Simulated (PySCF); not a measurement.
## Trend along the alkali metals: MK cations

CCSD(T) with double-zeta basis sets in PySCF, for the lowest determinant that a PBE0 search found; no spin–orbit coupling. De refers to high-spin ground-configuration atoms (the charge goes to the atom of lower measured ionisation energy or higher electron affinity, which is not always the lowest computed limit).

```csv
M,basis,"reference, frozen orbitals",charged atom,state (unpaired electrons),Re (Å),ωe (cm⁻¹),De (eV)
Li,aug-pcseg-1,"UHF, 5",K+,doublet (σ ↑),3.942,147,0.52
Na,pcseg-1,"UHF, 6",K+,doublet (σ ↑),4.151,97.1,0.56
K,x2c-SVPall,"UHF, 10",K+,doublet (σ ↑),4.687,71.4,0.81
Rb,def2-SVP,"UHF, 5",Rb+,doublet (σ ↑),4.813,52.0,0.71
Cs,def2-SVP,"UHF, 5",Cs+,doublet (σ ↑),5.069,47.8,0.56
```

The shortest bond is that of KLi⁺ (3.942 Å), the longest that of CsK⁺ (5.069 Å).

The rows differ in basis set, which adds steps of its own.

Down a group the atoms grow and get heavier, so bonds lengthen and wavenumbers fall; this series shows no clear exception.

Correlated steps freeze the inner cores (5 to 10 orbitals); shallow outer-core shells are correlated. Correlated levels converge slowly with the basis: in double zeta they bind strong bonds too weakly, by up to about 1 eV, and carry superposition errors of some tenths. Spin–orbit coupling is left out. For an ion De counts to the pair picked by the measured ionisation energies or electron affinities, which need not be the lowest pair at this level. States were picked by a PBE0 search and need not be the measured ground states.
